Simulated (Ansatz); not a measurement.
Gas-phase electronic energies from Ansatz, PBE0-D4/def2-TZVP geometries. CBS: MP2 limit from def2 TZ/QZ plus the TZ coupled-cluster correction, frozen cores. This one scheme is used for every species. DFT in def2-TZVPP. B3LYP here is the variant with VWN-RPA as its local correlation; programs differ in this. def2 core potentials past Kr. For Sn outer-core shells are correlated without core-valence functions, which leaves a few kJ/mol of doubt a bond. One conformer a species, not always the lowest.

Reaction (ligand exchange at the Sn–S bond): `N=C[S][SnH3]` + `NCF` → `FC[NH][SnH3]` + `N=CS`

```json
{"level": "PBE-D4", "ΔE (kJ/mol)": "71.1", "difference from CCSD(T)/CBS": "6.3"}
{"level": "PBE0-D4", "ΔE (kJ/mol)": "71.2", "difference from CCSD(T)/CBS": "6.4"}
{"level": "B3LYP-D4", "ΔE (kJ/mol)": "66.2", "difference from CCSD(T)/CBS": "1.4"}
{"level": "ωB97X-V", "ΔE (kJ/mol)": "60.1", "difference from CCSD(T)/CBS": "-4.7"}
{"level": "PBE", "ΔE (kJ/mol)": "70.9", "difference from CCSD(T)/CBS": "6.1"}
{"level": "r2SCAN", "ΔE (kJ/mol)": "69.0", "difference from CCSD(T)/CBS": "4.2"}
{"level": "PBE0", "ΔE (kJ/mol)": "71.0", "difference from CCSD(T)/CBS": "6.2"}
{"level": "B3LYP", "ΔE (kJ/mol)": "65.9", "difference from CCSD(T)/CBS": "1.1"}
{"level": "HF/def2-TZVPP", "ΔE (kJ/mol)": "64.1", "difference from CCSD(T)/CBS": "-0.7"}
{"level": "MP2/def2-TZVPP", "ΔE (kJ/mol)": "62.8", "difference from CCSD(T)/CBS": "-2.0"}
{"level": "SCS-MP2/def2-TZVPP", "ΔE (kJ/mol)": "59.5", "difference from CCSD(T)/CBS": "-5.3"}
{"level": "CCSD(T)/def2-TZVPP", "ΔE (kJ/mol)": "60.3", "difference from CCSD(T)/CBS": "-4.5"}
{"level": "HF/def2-QZVPP", "ΔE (kJ/mol)": "63.7", "difference from CCSD(T)/CBS": "-1.1"}
{"level": "SCS-MP2/def2-QZVPP", "ΔE (kJ/mol)": "62.1", "difference from CCSD(T)/CBS": "-2.7"}
{"level": "MP2/CBS(def2)", "ΔE (kJ/mol)": "67.3", "difference from CCSD(T)/CBS": "2.5"}
{"level": "CCSD/CBS(def2)", "ΔE (kJ/mol)": "63.9", "difference from CCSD(T)/CBS": "-0.9"}
{"level": "CCSD(T)/CBS", "ΔE (kJ/mol)": "64.8", "difference from CCSD(T)/CBS": "0"}
```

Largest T1 diagnostic among the species: 0.015.
